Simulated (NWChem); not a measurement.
BeH$_{2}$SeO; SMILES [OH][Be][SeH]

```xyz
5

Be     0.0089    -1.2037    -0.0140
O      0.0178    -2.6093    -0.0419
H      0.0283    -3.3881     0.5073
Se     0.0362     0.8297    -0.0034
H     -1.4363     0.8666     0.0007
```
Atoms are numbered in this order, from 1.

All runs: NWChem. Pople sets run with spherical d functions. Geometry: optimised at PBE0/def2-SVP. Ions are spin-unrestricted doublets at the neutral geometry; other ion states weren't tried. Functional: LC-ωPBE (HJS hole) with 6-31G*; rows give the range parameter ω in 1/bohr.

At which range parameter does −ε(HOMO) equal the ΔSCF ionisation energy (optimal tuning)?

about 0.38 per bohr, by linear interpolation in these runs:
```tsv
range parameter (1/bohr)	vertical ionisation energy, ΔSCF (eV)	−ε(HOMO) (eV)	ΔSCF minus −ε(HOMO) (eV)
0.05	9.24	6.49	2.75
0.10	9.27	7.20	2.07
0.40	9.43	9.58	-0.15
0.50	9.46	9.91	-0.45
0.80	9.51	10.35	-0.84
```
